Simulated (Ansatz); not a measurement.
Reaction (formal exchange of groups at the Sn–O bond): `C=C[O][SnH3]` + `[CH3][AlH][SiH3]` → `[SiH3][AlH][SnH3]` + `C=COC`

Gas-phase electronic energies from Ansatz, PBE0-D4/def2-TZVP geometries. CBS: MP2 limit from def2 TZ/QZ plus the TZ coupled-cluster correction, frozen cores. Functionals use def2-TZVPP. B3LYP here is the variant with VWN-RPA as its local correlation; programs differ in this. def2 core potentials past Kr. For Sn outer-core shells are correlated without core-valence functions, which leaves a few kJ/mol of doubt a bond. Each species was taken in one conformer, which may not be the lowest.

```json
{"level": "PBE-D4", "ΔE (kcal/mol)": "10.7", "difference from CCSD(T)/CBS": "-3.1"}
{"level": "r2SCAN-D4", "ΔE (kcal/mol)": "13.1", "difference from CCSD(T)/CBS": "-0.7"}
{"level": "ωB97M-V", "ΔE (kcal/mol)": "13.7", "difference from CCSD(T)/CBS": "-0.1"}
{"level": "B2PLYP", "ΔE (kcal/mol)": "13.5", "difference from CCSD(T)/CBS": "-0.3"}
{"level": "PBE", "ΔE (kcal/mol)": "10.3", "difference from CCSD(T)/CBS": "-3.5"}
{"level": "r2SCAN", "ΔE (kcal/mol)": "13.0", "difference from CCSD(T)/CBS": "-0.8"}
{"level": "PBE0", "ΔE (kcal/mol)": "9.9", "difference from CCSD(T)/CBS": "-3.9"}
{"level": "B3LYP", "ΔE (kcal/mol)": "12.2", "difference from CCSD(T)/CBS": "-1.6"}
{"level": "HF/def2-TZVPP", "ΔE (kcal/mol)": "12.0", "difference from CCSD(T)/CBS": "-1.8"}
{"level": "MP2/def2-TZVPP", "ΔE (kcal/mol)": "14.6", "difference from CCSD(T)/CBS": "0.8"}
{"level": "CCSD/def2-TZVPP", "ΔE (kcal/mol)": "12.5", "difference from CCSD(T)/CBS": "-1.3"}
{"level": "CCSD(T)/def2-TZVPP", "ΔE (kcal/mol)": "12.9", "difference from CCSD(T)/CBS": "-0.9"}
{"level": "HF/def2-QZVPP", "ΔE (kcal/mol)": "12.6", "difference from CCSD(T)/CBS": "-1.2"}
{"level": "SCS-MP2/def2-QZVPP", "ΔE (kcal/mol)": "15.1", "difference from CCSD(T)/CBS": "1.3"}
{"level": "HF/CBS(def2)", "ΔE (kcal/mol)": "12.7", "difference from CCSD(T)/CBS": "-1.1"}
{"level": "MP2/CBS(def2)", "ΔE (kcal/mol)": "15.6", "difference from CCSD(T)/CBS": "1.8"}
{"level": "CCSD(T)/CBS", "ΔE (kcal/mol)": "13.8", "difference from CCSD(T)/CBS": "0"}
```

Largest T1 diagnostic among the species: 0.015.

In def2-TZVPP, CCSD(T) changes the Hartree–Fock value by +0.9 kcal/mol (the triples alone add +0.4 kcal/mol) and MP2 by +2.7 kcal/mol.
